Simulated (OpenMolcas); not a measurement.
As+: effect of the basis set

```json
{
 "Program": "OpenMolcas",
 "Method": "MS-RASPT2, IPEA 0.25 Eh, imaginary shift 0.1 Eh (closed shells correlated: 3d 4s)",
 "Active space": "2 electrons in 9 orbitals (RAS2 4p; RAS3 4d 5s, at most 1 electron)",
 "State averaging": "2S+1 = 3 even, 3 roots; 2S+1 = 1 even, 6 roots; 2S+1 = 3 odd, 18 roots; 2S+1 = 1 odd, 18 roots",
 "Spin-orbit coupling": "state interaction with AMFI integrals over the reference wave functions, term energies averaged over their components"
}
```

A. ANO-RCC-VQZP [7s6p4d2f1g], DKH2, point nucleus; CASPT2 step roughly 15 core-seconds
B. ANO-R3 [7s6p5d3f2g], X2C, finite nucleus; CASPT2 step of the order of 50 core-seconds
C. ANO-RCC [9s8p6d4f2g], DKH2, point nucleus; CASPT2 step about 40 core-seconds

Energies in cm⁻¹ above 4s² 4p² ³P₀, the measured ground level; measured values from NIST Handbook of Basic Atomic Spectroscopic Data.

| Level | A | B | C | Measured |
| --- | --- | --- | --- | --- |
| 4s² 4p² ³P₀ | 0.0 | 0.0 | 0.0 | 0.0 |
| 4s² 4p² ³P₁ | 899 | 912 | 911 | 1063 |
| 4s² 4p² ³P₂ | 2230 | 2260 | 2250 | 2541 |
| 4s² 4p² ¹D₂ | 9940 | 10120 | 9930 | 10096 |
| 4s² 4p² ¹S₀ | 26200 | 26470 | 26060 | 22599 |
| 4s² 4p 5s ³P°₀ | 79060 | 78800 | 78170 | 78731 |
| 4s² 4p 5s ³P°₁ | 79430 | 79160 | 78500 | 79128 |
| 4s² 4p 5s ³P°₂ | 81450 | 81160 | 80610 | 81509 |
| 4s² 4p 5s ¹P°₁ | 82960 | 82680 | 81800 | 82819 |
| 4s² 4p 4d ¹D°₂ | 86990 | 98480 | 87000 |  |
| 4s² 4p 4d ³F°₂ [75 %] | 89140 | 104810 | 88810 |  |
| 4s² 4p 4d ³F°₃ | 89580 | 105520 | 89150 |  |
| 4s² 4p 4d ³F°₄ | 90870 | 106770 | 90490 |  |
| 4s² 4p 4d ³D°₁ [68 %] | 93900 | 111410 | 92810 |  |
| 4s² 4p 4d ³D°₃ | 95050 | 112800 | 93990 |  |
| 4s² 4p 4d ³P°₁ [69 %] | 96470 | 112890 | 95600 |  |
| 4s² 4p 4d ³P°₀ | 96630 | 112780 | 95790 |  |
| 4s² 4p 4d ¹P°₁ | 105420 | 128990 | 102900 |  |
| 4s² 4p 4d ¹F°₃ | 106590 | 135120 | 103790 |  |

Deviations, from unrounded energies. A percentage is the sum of absolute deviations over the sum of measured energies, with the sign that they share, or ± where signs differ.

| Against measurement | Levels | A | B | C |
| --- | --- | --- | --- | --- |
| mean absolute deviation (cm-1) | 8 | 630 | 620 | 900 |
| fine structure of the ground term (%) | 2 | -13.2 | -11.9 | -12.2 |
| other terms of the ground configuration (%) | 2 | ±11.5 | +11.9 | ±11.1 |
| other configurations (%) | 4 | ±0.3 | ±0.2 | -1.0 |

A, B lie about equally close to measurement and C furthest from it. The largest miss of B in the table is 4s² 4p² ¹S₀, by +3900 cm-1. The ranking rests on the paired levels alone, and a cruder setting can come out closer through cancelling errors.

The two smallest mean deviations differ by little beside CASPT2's spread within terms, so their order carries little weight.

Among A to C the level of the table that moves most is 4s² 4p 4d ¹F°₃, by 31000 cm-1 (lowest in C, highest in B). Moves below CASPT2's spread within the term are not significant.

Term energies are means over components that CASPT2 splits; among the terms shown or strongly mixed into the levels shown the widest spread is 210 cm-1 (4s² 4p 4d ¹F°, C). Over all roots computed the reference weight is 0.85 to 0.94 in B; the roots of lowest weight are the least certain, and an intruder state may touch them. ANO sets are built for valence states and can reach diffuse excited orbitals poorly, and with the s shell closed the s pⁿ⁺¹ terms that mix with these levels are absent. With the s shell closed, the reference lacks s² → p² mixing. Some terms miss by over 15 % even with CASPT2, which points to a basis or an active space too small for the shells correlated. Computed and measured levels are paired by configuration, term and J; levels that our copy of the source lacks, or whose pairing is in doubt (as where it misses far off the trend of its configuration), stay unpaired and out of the deviations. Where the source uses jj or jK labels, the order within each J decides. Only configurations of the active space appear. Levels that lie high or do not pair safely by name in every column are left out.

A share in square brackets marks a mixed level and gives the weight of the term that names it, the lowest over the columns. ° marks odd parity.
